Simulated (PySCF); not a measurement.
**Lu³⁺ (lutetium, charge +3) across methods**

[Xe] 4f14, closed-shell 1S. Calculation: PySCF 2.14, in cc-pVDZ-X2C (8s7p5d3f1g, 84 functions); scalar relativity by spin-free X2C-1e.

| method | E (hartree) | mean ε 5s (eV) | mean ε 5p (eV) | mean ε 4f (eV) | Σ⟨r²⟩ (bohr²) | ⟨S²⟩ |
| --- | --- | --- | --- | --- | --- | --- |
| PBE | -14561.79 | -87.066 | -57.747 | -35.393 | 31.90 | 0.000 |
| TPSS | -14561.40 | -87.408 | -57.964 | -35.190 | 31.88 | 0.000 |
| UHF | -14556.81929 | -99.672 | -64.998 | -48.822 | 31.59 | 0.000 |
| revPBE | -14562.21 | -87.021 | -57.693 | -35.327 | 31.88 | 0.000 |
| r2SCAN | -14561.91 | -88.723 | -58.739 | -35.470 | 31.73 | 0.000 |
| M06-2X | -14563.19 | -95.379 | -62.789 | -43.183 | 31.46 | 0.000 |
| PBE0 | -14561.57 | -90.563 | -59.872 | -39.001 | 31.75 | 0.000 |

**Question.** Estimate the same row for LDA.

**Answer.** E (hartree) = -14552.15; mean ε 5s (eV) = -87.370; mean ε 5p (eV) = -58.050; mean ε 4f (eV) = -35.717; Σ⟨r²⟩ (bohr²) = 31.88; ⟨S²⟩ = 0.000.

Spin-orbit coupling, which splits the p, d and f shells strongly at this Z, is absent.
